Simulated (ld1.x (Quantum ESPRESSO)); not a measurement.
Ho: excitation energies, all-electron against TM

```
Element                 : Ho
Generator               : ld1.x (Quantum ESPRESSO) 7.5
Type                    : norm-conserving Troullier–Martins (Kleinman–Bylander form)
Functional              : LDA (PZ)
Relativity              : scalar-relativistic
Frozen core             : [Kr] 4d10 4f10
Valence charge          : 11
Reference configuration : 5s2 5p6 5d1 6s1 6p0 (charge +1)
Partial waves           : 5s (bound): rc 1.15 bohr; 5p (bound): rc 2.00 bohr; 5d (bound): rc 2.25 bohr
Local potential         : all-electron potential smoothed inside 1.50 bohr (lloc = -1)
Core correction         : none
```

Occupied shells without a wave of their own: 6s. They enter only through the test configuration that unscreens the potential.

Energies are relative to the spin-unpolarised reference configuration 5s2 5p6 5d1 6s1 6p0; without spin polarisation the order of configurations can differ from experiment.

Problem. Give the all-electron excitation energy and the error of the potential for: 5s2 5p6 5d1 6s2 6p0; 5s2 5p6 5d1 6s0 6p0; 5s2 5p6 5d0 6s0 6p0; 5s2 5p6 5d1 6s0 6p2; 5s2 5p6 5d1.5 6s1.5 6p0; 5s2 5p6 5d0 6s2 6p1; 5s2 5p6 5d2 6s0 6p0.

Solution.

```csv
valence configuration,charge,ΔE all-electron (eV),error AE − PS (meV)
5s2 5p6 5d1 6s2 6p0,0,-7.155,+171
5s2 5p6 5d1 6s0 6p0,+2,12.880,-285
5s2 5p6 5d0 6s0 6p0,+3,33.051,-458
5s2 5p6 5d1 6s0 6p2,0,-0.576,-88
5s2 5p6 5d1.5 6s1.5 6p0,0,-6.051,+80
5s2 5p6 5d0 6s2 6p1,0,-5.563,+286
5s2 5p6 5d2 6s0 6p0,+1,1.714,-190
```

Levels in the configuration 5s2 5p6 5d1 6s2 6p0:

| level | all-electron (eV) | pseudo (eV) |
| --- | --- | --- |
| 5s | -54.536 | -54.378 |
| 5p | -29.241 | -29.100 |
| 5d | -2.368 | -2.301 |
| 6s | -4.487 | -4.616 |

The 6s level has no wave, so the channel is fitted at the deeper level alone: the likely source of the large errors.
